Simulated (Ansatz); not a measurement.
Molecule: C$_{3}$H$_{3}$, charge -1, multiplicity 3. SMILES: [CH]1[CH][CH-]1

Atoms: C1, C2, C3, H4, H5, H6. Bonds: C1-C2, C1-C3, C1-H4, C2-C3, C2-H5, C3-H6.

Bond lengths (Å) and angles (degrees) optimised at HF/3-21G with Ansatz (a program for electronic structure); HF/6-31G* with Ansatz; PBE/6-31G* with Ansatz; B3LYP/LANL2DZ with Ansatz; B3LYP/6-31G* with Ansatz; MP2/6-31G* with Ansatz, each started from the B3LYP-D3(BJ)/def2-TZVP structure (Ansatz) of the last column. A row stands for all coordinates that are equal there. 6-31G* holds six Cartesian d functions. No wavenumbers were computed at PBE/6-31G*, B3LYP/LANL2DZ, MP2/6-31G*, so these may be saddle points.

```tsv
coordinate	HF/3-21G	HF/6-31G*	PBE/6-31G*	B3LYP/LANL2DZ	B3LYP/6-31G*	MP2/6-31G*	B3LYP-D3(BJ)/def2-TZVP
C1-C2	1.470	1.449	1.466	1.495	1.461	1.457	1.451
C1-H4	1.083	1.092	1.116	1.098	1.107	1.101	1.095
C2-C3	1.468	1.448	1.469	1.498	1.463	1.461	1.455
C2-H5	1.086	1.094	1.118	1.102	1.109	1.103	1.098
C2-C1-C3	59.9	59.9	60.1	60.2	60.1	60.2	60.2
C1-C2-C3	60.1	60.0	59.9	59.9	59.9	59.9	59.9
C2-C1-H4	130.5	130.1	129.6	130.9	129.7	129.5	131.3
C1-C2-H5	126.5	126.0	125.4	127.5	125.6	125.6	127.2
C3-C2-H5	130.0	129.5	129.1	130.5	129.1	129.2	129.9
```

Mean signed difference of all 6 bond lengths from B3LYP-D3(BJ)/def2-TZVP: HF/3-21G 0.002 Å, HF/6-31G* -0.004 Å, PBE/6-31G* 0.017 Å, B3LYP/LANL2DZ 0.024 Å, B3LYP/6-31G* 0.010 Å, MP2/6-31G* 0.006 Å.
